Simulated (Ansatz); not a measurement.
Isomers of H8OSi4, relaxed with PBE0-D4/def2-TZVP in Ansatz; electronic energies, one conformer each and not always the lowest. Functionals use def2-TZVPP; CBS adds triple-zeta CCSD(T) − MP2 to the MP2 limit of def2-TZVPP and def2-QZVPP.

Task: Order them by energy at frozen-core CCSD(T)/CBS, lowest first. (An estimate is asked.)
A. `O[Si]1([SiH3])[SiH2][SiH2]1`
B. `[SiH3][SiH]1O[SiH2][SiH2]1`
C. `O[Si@@H]1[SiH2][Si@H]1[SiH3]`

Result: B (0.0 kcal/mol), C (34.3 kcal/mol), A (35.6 kcal/mol).

Task: How do B2PLYP, B3LYP, PBE-D4, B3LYP-D4 place them (kcal/mol, against `[SiH3][SiH]1O[SiH2][SiH2]1`)? (Best estimate.)

Result: The calculation gave: 
```csv
isomer,B2PLYP,B3LYP,PBE-D4,B3LYP-D4
`O[Si@@H]1[SiH2][Si@H]1[SiH3]`,35.2,34.3,28.5,35.0
`O[Si]1([SiH3])[SiH2][SiH2]1`,36.7,36.0,29.4,36.0
```

B3LYP here is the variant with VWN-RPA as its local correlation; programs differ in this.
